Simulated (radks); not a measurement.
The numbers below are computed, except where a source is named.
Question: Radial electron density D(r) = 4 pi r^2 rho(r) of an atom or ion with 30 electrons. Level of theory: Dirac Kohn-Sham, SOGGA, spin-unpolarised, spherical densities, point nucleus (a radial shooting solver on a logarithmic mesh with Libxc functionals).

```
   r/bohr * D(r) (the largest magnitude, 41.9, reaches the edge; | marks zero)
  0.00299 |  *
 0.003453 |  *
 0.003988 |   *
 0.004606 |    *
 0.005362 |      *
 0.006193 |        *
 0.007152 |          *
  0.00826 |             *
 0.009539 |                *
  0.01102 |                   *
  0.01282 |                        *
  0.01481 |                            *
   0.0171 |                                 *
  0.01975 |                                     *
  0.02281 |                                         *
  0.02656 |                                             *
  0.03067 |                                               *
  0.03542 |                                               *
  0.04091 |                                              *
  0.04725 |                                            *
    0.055 |                                         *
  0.06352 |                                       *
  0.07336 |                                      *
  0.08472 |                                      *
  0.09784 |                                         *
   0.1139 |                                              *
   0.1315 |                                                   *
   0.1519 |                                                      *
   0.1755 |                                                     *
   0.2026 |                                                *
    0.234 |                                         *
   0.2724 |                                *
   0.3146 |                          *
   0.3634 |                        *
   0.4196 |                          *
   0.4846 |                             *
   0.5642 |                               *
   0.6516 |                              *
   0.7525 |                          *
    0.869 |                    *
    1.004 |              *
    1.168 |         *
    1.349 |     *
    1.558 |   *
      1.8 |  *
    2.078 | *
     2.42 | *
    2.794 |*
    3.227 |*
    3.727 *
    4.304 *
    4.971 *
    5.787 *
    6.683 *
    7.718 *
    8.914 *
    10.29 *
```

What is the nuclear charge?

Answer: Z = 30. The innermost maximum, from 1s, lies near gamma/Z bohr with gamma = sqrt(1 - (Z/c)^2) = 0.976, here 0.0325 bohr (found: 0.0351), and its height grows with Z. The density is that of neutral zinc in [Ar] 3d10 4s2; the configuration itself is not fixed sharply by these data, and Z only to about a unit. D(r) has 3 maxima, at r = 0.0351, 0.159, 0.569 bohr, and minima at 0.0751, 0.358 bohr, inside which lie 2.10, 10.87 electrons.
